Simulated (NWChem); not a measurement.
All runs are NWChem calculations. System: HF2GaO, charge 1, spin multiplicity 2, at the geometry of a parent with another charge or spin, in a state set for the comparison that need not be this species' ground state. Its SCF solution wasn't tested for a lower state.

Job file:

```
start mol
memory heap 200 mb stack 900 mb global 1100 mb
charge 1
geometry units angstroms nocenter noautoz
  Ga    -0.012535    -0.006330     0.000000
  F      0.968889     1.429921     0.000000
  F     -1.731049     0.204985     0.000000
  O      0.698218    -1.614607     0.000000
  H      1.662265    -1.601057     0.000000
  symmetry group Cs
end
basis spherical
  * library 3-21g
end
dft
  xc xpbe96 cpbe96
  odft
  mult 2
  semidirect memsize 60000000 filesize 0
  iterations 100
end
task dft energy
```

The output up to the point where the run's verdict is printed (cleaned and shortened):

```
             Northwest Computational Chemistry Package (NWChem) 7.3.0
             --------------------------------------------------------

                                NWChem Input Module
                                -------------------

 Scaling coordinates for geometry "geometry" by  1.889725989
 (inverse scale =  0.529177249)

 Turning off AUTOSYM since
 SYMMETRY directive was detected!

                             Geometry "geometry" -> ""
                             -------------------------

 Output coordinates in angstroms (scale by  1.889725989 to convert to a.u.)

  No.       Tag          Charge          X              Y              Z
 ---- ---------------- ---------- -------------- -------------- --------------
    1 Ga                  31.0000    -0.01253500    -0.00633000     0.00000000
    2 F                    9.0000     0.96888900     1.42992100     0.00000000
    3 F                    9.0000    -1.73104900     0.20498500     0.00000000
    4 O                    8.0000     0.69821800    -1.61460700     0.00000000
    5 H                    1.0000     1.66226500    -1.60105700     0.00000000

 Effective nuclear repulsion energy (a.u.)     298.5101769124

            Nuclear Dipole moment (a.u.)
            ----------------------------
        X                 Y               Z
 ---------------- ---------------- ----------------
    -0.0000302356     0.0000207870     0.0000000000

      Symmetry information
      --------------------

 Group name             Cs
 Group number              2
 Group order               2
 No. of unique centers     5

      Symmetry unique atoms

     1    2    3    4    5


 Summary of "ao basis" -> "" (spherical)
 ------------------------------------------------------------------------------
       Tag                 Description            Shells   Functions and Types
 ---------------- ------------------------------  ------  ---------------------
 *                           3-21g                    on all atoms

  pbe96 is a nonlocal functional; adding pw91lda local functional.

                                 NWChem DFT Module
[...]
 d= 0,ls=0.5,diis    75  -2188.3131012387 -2.35D-04  4.33D-05  4.12D-03     9.3
                                                     5.06D-05  4.55D-03
 d= 0,ls=0.5,diis    76  -2188.3134006919 -2.99D-04  3.60D-05  3.55D-03     9.4
                                                     4.46D-05  3.95D-03
 d= 0,ls=0.5,diis    77  -2188.3136213119 -2.21D-04  2.95D-05  3.14D-03     9.6
                                                     4.42D-05  3.51D-03
 d= 0,ls=0.5,diis    78  -2188.3137999326 -1.79D-04  3.97D-05  2.84D-03     9.7
                                                     4.95D-05  3.16D-03
 d= 0,ls=0.5,diis    79  -2188.3140463155 -2.46D-04  2.39D-05  2.37D-03     9.9
                                                     4.30D-05  2.66D-03
 d= 0,ls=0.5,diis    80  -2188.3141914883 -1.45D-04  3.35D-05  2.14D-03    10.0
                                                     3.42D-05  2.37D-03
 d= 0,ls=0.5,diis    81  -2188.3143133021 -1.22D-04  2.29D-05  1.93D-03    10.1
                                                     3.80D-05  2.16D-03
 d= 0,ls=0.5,diis    82  -2188.3144246953 -1.11D-04  1.41D-05  1.73D-03    10.3
                                                     3.64D-05  1.93D-03
 d= 0,ls=0.5,diis    83  -2188.3145225630 -9.79D-05  1.41D-05  1.57D-03    10.4
                                                     3.13D-05  1.73D-03
 d= 0,ls=0.5,diis    84  -2188.3145956470 -7.31D-05  1.06D-05  1.45D-03    10.6
                                                     2.63D-05  1.59D-03
 d= 0,ls=0.5,diis    85  -2188.3146540141 -5.84D-05  1.39D-05  1.35D-03    10.7
                                                     2.66D-05  1.48D-03
 d= 0,ls=0.5,diis    86  -2188.3147159673 -6.20D-05  2.00D-05  1.24D-03    10.8
                                                     2.66D-05  1.36D-03
 d= 0,ls=0.5,diis    87  -2188.3147660352 -5.01D-05  1.91D-05  1.16D-03    11.0
                                                     2.46D-05  1.27D-03
 d= 0,ls=0.5,diis    88  -2188.3148100252 -4.40D-05  2.80D-05  1.09D-03    11.1
                                                     2.34D-05  1.20D-03
 d= 0,ls=0.5,diis    89  -2188.3148257464 -1.57D-05  1.62D-05  1.07D-03    11.3
                                                     1.72D-05  1.18D-03
 d= 0,ls=0.5,diis    90  -2188.3148557726 -3.00D-05  1.05D-05  1.02D-03    11.4
                                                     2.31D-05  1.12D-03
 d= 0,ls=0.5,diis    91  -2188.3149113205 -5.55D-05  9.82D-06  9.04D-04    11.6
                                                     2.23D-05  1.00D-03
 d= 0,ls=0.5,diis    92  -2188.3149581531 -4.68D-05  8.70D-06  8.22D-04    11.7
                                                     2.07D-05  9.10D-04
 d= 0,ls=0.5,diis    93  -2188.3149992710 -4.11D-05  7.47D-06  7.49D-04    11.8
                                                     1.95D-05  8.30D-04
 d= 0,ls=0.5,diis    94  -2188.3150362599 -3.70D-05  8.94D-06  6.82D-04    12.0
                                                     2.10D-05  7.57D-04
 d= 0,ls=0.5,diis    95  -2188.3150754371 -3.92D-05  7.07D-06  6.06D-04    12.1
                                                     2.04D-05  6.75D-04
 d= 0,ls=0.5,diis    96  -2188.3151105866 -3.51D-05  4.70D-06  5.42D-04    12.3
                                                     1.66D-05  6.04D-04
 d= 0,ls=0.5,diis    97  -2188.3151327508 -2.22D-05  5.95D-06  5.07D-04    12.4
                                                     1.52D-05  5.62D-04
 d= 0,ls=0.5,diis    98  -2188.3151506635 -1.79D-05  7.45D-06  4.79D-04    12.6
                                                     1.32D-05  5.29D-04
 d= 0,ls=0.5,diis    99  -2188.3151640352 -1.34D-05  4.69D-06  4.58D-04    12.7
                                                     1.21D-05  5.05D-04
 d= 0,ls=0.5,diis   100  -2188.3151787788 -1.47D-05  4.74D-06  4.31D-04    12.8
                                                     1.19D-05  4.76D-04
```

The run did not converge; its last values are not results. The next line reads: Calculation failed to converge. NWChem stopped with the message: dft energy failed.
